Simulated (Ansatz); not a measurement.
Basis-set extrapolation for `F[SiH2]N[SiH](F)F` (PBE0-D4/def2-TZVP geometry, frozen core, the Gaussian-basis code of Ansatz). Multiplicity 1, RHF reference.

```tsv
	def2-TZVPP	def2-QZVPP
HF	-933.434316	-933.471112
MP2 correlation	-1.190725	-1.298657
CCSD(T) correlation	-1.255049	not run
```

Energies in hartree. Use E(X) = E(∞) + A·exp(−7.88·√X) for Hartree–Fock and E(X) = E(∞) + B·X^(−2.97) for correlation, with X = 3 and 4, and add CCSD(T) minus MP2 of the smaller set to the MP2 limit.

Task: What is the CCSD(T) energy at the basis-set limit?

Result: HF limit: -933.471112 + (-0.036796) × 0.13774 = -933.47618. MP2 limit: -1.298657 + (-0.107932) × 0.74074 = -1.37861. Higher-order term: -1.255049 − (-1.190725) = -0.06432. Total: -934.91911 hartree, 603.2 kJ/mol below CCSD(T)/def2-TZVPP.
